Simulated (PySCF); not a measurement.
# Pt⁶⁶⁺ (platinum, charge +66): Hartree-Fock from Schrödinger to Dirac-Coulomb

Occupied: 1s1/2, 2s1/2, 2p1/2, 2p3/2, 3s1/2. Hartree-Fock calculated with PySCF 2.14 in an uncontracted even-tempered set (19 s from 10 bohr⁻², ratio 2.3; 16 p from 12 bohr⁻², ratio 2.3), Gaussian nucleus throughout. NR is non-relativistic, sf-X2C the spin-free one-electron X2C Hamiltonian, X2C adds the bare one-electron spin-orbit term, X2C-SNSO screens it by Boettger's factors, DC is four-component Dirac-Coulomb, and the Gaunt term is added at first order (total energies over the DC spinors, levels after relaxing the spinors in that mean field). QED terms are absent. Levels marked empty are virtual spinors of this ion; the basis has s and p functions only, so 3d, which can lie below the n = 4 levels, is absent.

```csv
level (eV),NR,sf-X2C,X2C,X2C-SNSO
1s1/2,-77419.8,-84695.8,-84673.2,-84674.5
2s1/2,-17432.9,-19528.8,-19523.3,-19523.6
2p1/2,-17010.6,-17701.0,-19025.1,-18984.0
2p3/2,-17010.6,-17701.0,-17186.2,-17198.6
3s1/2,-7304.2,-7968.0,-7967.1,-7967.1
3p1/2 (empty),-7056.3,-7333.0,-7682.9,-7672.2
3p3/2 (empty),-7056.3,-7333.0,-7194.6,-7197.9
4s1/2 (empty),-3942.5,-4221.1,-4220.7,-4220.7
```

Q: Where do the four-component calculations put these levels?

A: 1s1/2: DC -84781.8, DC+Gaunt -84496.8; 2s1/2: DC -19539.4, DC+Gaunt -19507.4; 2p1/2: DC -18995.6, DC+Gaunt -18940.4; 2p3/2: DC -17209.3, DC+Gaunt -17173.1; 3s1/2: DC -7971.0, DC+Gaunt -7962.4; 3p1/2 (empty): DC -7675.2, DC+Gaunt -7661.1; 3p3/2 (empty): DC -7200.2, DC+Gaunt -7191.0; 4s1/2 (empty): DC -4222.2, DC+Gaunt -4218.9 (eV).

| Hamiltonian | E (hartree) | E − E(DC) (hartree) | CPU seconds |
| --- | --- | --- | --- |
| NR | -12040.4499 | 1004.4103 | 0.75 |
| sf-X2C | -13016.7411 | 28.1191 | 0.56 |
| X2C | -13039.2995 | 5.5607 | 0.51 |
| X2C-SNSO | -13038.0565 | 6.8037 | 0.48 |
| DC | -13044.8602 | 0.0000 | 24 |
| DC+Gaunt | -13027.3009 | 17.5593 | 42 |

Weight of the small component: 1s1/2 0.0876, 2s1/2 0.0206, 2p1/2 0.0205, 2p3/2 0.0184, 3s1/2 0.00810, 3p1/2 0.00796, 3p3/2 0.00743, 4s1/2 0.00417.

Koopmans' value for the highest occupied level at DC+Gaunt: 7962.4 eV, against an ionisation energy of 7960 ± 40 eV (theoretical estimate listed by NIST; NIST Atomic Spectra Database, ionization energies); the former lacks relaxation, correlation, QED and recoil.

The whole ladder took 74 s of wall time on 1 thread of AMD EPYC 7R43 64-Core Processor (shared host), launched as `OMP_NUM_THREADS=1 python relrun2.py TASK.json OUT` (a driver that calls PySCF for each Hamiltonian).
